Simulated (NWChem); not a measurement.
Basis-set convergence for H$_{6}$B$_{2}$

SMILES: B.B
```xyz
8

B      0.0000     0.0000    -0.8885
B      0.0000     0.0000     0.8885
H      0.0000     0.9883     0.0000
H      1.0494     0.0000    -1.4735
H     -1.0494     0.0000    -1.4735
H      0.0000    -0.9883     0.0000
H      1.0494     0.0000     1.4735
H     -1.0494     0.0000     1.4735
```
Charge 0, spin multiplicity 1.

All runs are NWChem calculations. All single points use one geometry, from B3LYP/def2-SVP, a minimum by its harmonic frequencies.

Quantity: LUMO energy at the level PBE0.

The Pople sets run with spherical d functions. The structure started from a generated list of species.

Task: In def2-TZVPP the value is -1.03 eV. Among 6-31G*, 6-31+G*, pcseg-1, def2-SVP, 6-311G**, 6-311++G**, aug-cc-pVDZ, aug-pcseg-1, pcseg-2, which is the smallest basis within 0.1 eV of it?

Result: 6-31+G*, with 48 functions against 146 (also within reach: pcseg-1, def2-SVP, 6-311G**, 6-311++G**, aug-cc-pVDZ, aug-pcseg-1, pcseg-2). def2-TZVPP isn't the basis-set limit itself, and a small set can land close by cancellation.

```json
[
 {"basis": "6-31G*", "functions": "40", "LUMO energy (eV)": "-0.71"},
 {"basis": "6-31+G*", "functions": "48", "LUMO energy (eV)": "-0.98"},
 {"basis": "pcseg-1", "functions": "58", "LUMO energy (eV)": "-0.99"},
 {"basis": "def2-SVP", "functions": "58", "LUMO energy (eV)": "-0.97"},
 {"basis": "6-311G**", "functions": "72", "LUMO energy (eV)": "-0.97"},
 {"basis": "6-311++G**", "functions": "86", "LUMO energy (eV)": "-1.04"},
 {"basis": "aug-cc-pVDZ", "functions": "100", "LUMO energy (eV)": "-1.04"},
 {"basis": "aug-pcseg-1", "functions": "100", "LUMO energy (eV)": "-1.02"},
 {"basis": "pcseg-2", "functions": "144", "LUMO energy (eV)": "-1.04"},
 {"basis": "def2-TZVPP", "functions": "146", "LUMO energy (eV)": "-1.03"}
]
```
